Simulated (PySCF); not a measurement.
Ga(Br)(Me)(NH2) (CH5BrGaN), SMILES [CH3][Ga]([NH2])[Br]. Atoms are numbered in the order given.

```xyz
9

Ga     0.5466     0.5322     0.1300
Br    -1.0877    -1.0633    -0.2564
C      0.5140     2.2330    -0.8383
H      0.5605     2.0414    -1.9212
H      1.3592     2.8747    -0.5480
H     -0.4291     2.7595    -0.6260
N      1.7556    -0.0013     1.3660
H      2.5491     0.5526     1.6747
H      1.7115    -0.9031     1.8317
```
Charge 0, spin multiplicity 1.

Geometry: TPSSh-D3(BJ)/def2-SVP. The structure was generated by enumeration; whether it is a known compound was not checked. One conformer was computed; it need not be the lowest.

Level of theory: PBE/def2-TZVP (PySCF).

The molecule is in vacuum.

Computed frontier levels, gap, dipole moment and polarisability:
```
Quantity                                                                                                       Result
---------------------------------------------------------------------------------------------  ----------------------
highest occupied level                                                                                       -6.12 eV
lowest empty level                                                                                           -1.07 eV
orbital gap                                                                                                   5.05 eV
dipole moment                                                                                                  2.90 D
quadrupole, principal values (traceless, Buckingham form, about the centre of nuclear charge)  -2.61, -0.49, 3.10 D·Å
mean static polarisability                                                                      70.1 bohr³ (10.39 Å³)
polarisability, principal values                                                               52.0, 73.9, 84.4 bohr³
```
